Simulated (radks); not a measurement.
Values are calculated unless marked as measured or tabulated.
Problem. Excited configurations of neutral lutetium: one electron is placed in a higher orbital outside [Xe] 4f14 6s2. The ground configuration is [Xe] 4f14 5d1 6s2. Level of theory: Dirac Kohn-Sham, PBE, spin-unpolarised, spherical densities, point nucleus; open shells fill j = l - 1/2 first (a radial shooting solver on a logarithmic mesh with Libxc functionals). Excitation = E - E(ground); binding = E(ion) - E, where the ion is the core of charge +1; n* = 1/sqrt(2 binding) in atomic units, and the quantum defect is n - n*.

| outer orbital | excitation (eV) | binding (eV) | n* | quantum defect | eigenvalue (eV) | <r> (bohr) |
|---|---|---|---|---|---|---|
| 5f5/2 | 4.521 | 0.926 | 3.833 | 1.167 | -0.428 | 16.83 |
| 6p1/2 | 0.827 | 4.620 | 1.716 | 4.284 | -2.362 | 4.593 |
| 7s1/2 | 3.048 | 2.399 | 2.381 | 4.619 | -1.407 | 9.062 |
| 7p1/2 | 3.676 | 1.771 | 2.772 | 4.228 | -1.011 | 11.45 |
| 7f5/2 | 4.972 | 0.475 | 5.350 | 1.650 | -0.290 | 42.14 |

Estimate the row for 7d3/2.

Solution. excitation (eV) 4.467; binding (eV) 0.980; n* 3.726; quantum defect 3.274; eigenvalue (eV) -0.554; <r> (bohr) 19.97. The Delta-SCF ionisation energy is 5.447 eV (NIST Atomic Spectra Database: 5.426 eV, measured). Self-interaction in the functional shifts the binding energies and quantum defects, so they are the method's values and not measured ones. Spin polarisation and multiplet splitting are left out, so open shells lie too high by an amount that depends on their filling.

Beside tabulated values, note that spin-unpolarised runs miss the spin-polarisation part of the exchange energy of open shells.
